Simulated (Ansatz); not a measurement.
Species: sum formula Si₂N₂H₈ (charge 0, singlet). 
Structure (B3LYP-D3(BJ)/def2-TZVP (Ansatz, an electronic-structure program) minimum search):
```
Si
N 1 1.7332
H 2 1.0087 1 120.69
H 2 1.0090 3 110.94 1 144.78
H 1 1.4848 2 107.68 3 -55.61
H 1 1.4924 5 105.84 2 -124.19
Si 1 2.3536 5 112.54 6 -120.97
N 7 1.7332 1 104.67 5 -108.68
H 8 1.0087 7 120.69 1 -175.57
H 8 1.0090 9 110.94 7 144.78
H 7 1.4848 8 107.68 9 -55.61
H 7 1.4924 11 105.84 8 -124.19
```
Charge 0, spin multiplicity 1.

Basis-set convergence of Hartree-Fock and MP2 correlation energies (hartree) with Ansatz. Valence correlation only, unless marked. Spin-orbit coupling is left out. No relativistic terms.

| basis | functions | E(HF) | E(corr, MP2) |
|---|---|---|---|
| aug-cc-pV(D+d)Z | 182 | -691.49614 | -0.58190 |
| aug-cc-pV(T+d)Z | 386 | -691.55343 | -0.70026 |
| aug-cc-pV(Q+d)Z | 706 | -691.56686 | -0.74221 |

Extrapolating the two largest sets (X = 3 and 4) as X^-3: E(corr) = (64·(-0.74221) - 27·(-0.70026))/37 = -0.7728 Eh, an estimate of the basis-set limit. The largest set recovers 96.0 % of it, the smallest 75.3 %.
